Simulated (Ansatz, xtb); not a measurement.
A series of substituents X on one scaffold: SiH2Cl-X. Isolated molecules, 0 K electronic values unless said otherwise. One relaxed conformer stands for each flexible species; it need not be the lowest. Strings in code marks are SMILES.

Quantity: electronic energy of isomers of CH5ClOSi relative to `CO[SiH2]Cl` (C–O–Si–Cl torsion 180°), in kcal/mol.

Level 1: frozen-core MP2/def2-TZVPP // PBE0-D4/def2-TZVP (Ansatz, a quantum-chemistry and plane-wave program)
Level 2: HF/def2-TZVPP // PBE0-D4/def2-TZVP (Ansatz)
Level 3: GFN2-xTB (xtb)

```tsv
species	level 2	level 3
`OC[SiH2]Cl` (H–O–C–Si torsion -176°, O–C–Si–Cl torsion 67°)	30.3	42.0
```

Q: What does level 1 give for each?

A: 
- `OC[SiH2]Cl` (H–O–C–Si torsion -176°, O–C–Si–Cl torsion 67°): 27.5
